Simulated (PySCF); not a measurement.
**Radial density of K (potassium, neutral)**

UHF, [Ar] 4p1, 2P determinant (an excited configuration). Calculation: PySCF 2.14, in dyall-av3z (25s18p5d2f, 118 functions); the spin-free X2C one-electron Hamiltonian (Gaussian nucleus).

```
r (bohr)  4πr²ρ (e/bohr)  4πr²(ρα − ρβ)
 0.00117         0.09421         0.0000
 0.00197          0.2476         0.0000
 0.00331          0.6396         0.0000
 0.00557           1.600         0.0000
 0.00938           3.794         0.0000
  0.0158           8.199         0.0000
  0.0265           15.13         0.0001
  0.0446           21.48         0.0003
  0.0751           20.62         0.0009
   0.126           15.76         0.0028
   0.212           20.84         0.0046
   0.357           19.62         0.0011
   0.601           6.276         0.0034
    1.01           6.603         0.0155
    1.70           3.871        -0.0005
    2.86          0.4076         0.0285
    4.81          0.1463         0.1429
    8.09          0.1199         0.1199
    13.6         0.01192         0.0119
    22.9       4.017e-05         0.0000
```

Densities and radii are taken from the X2C orbitals without a picture-change correction, which distorts them close to the nucleus.
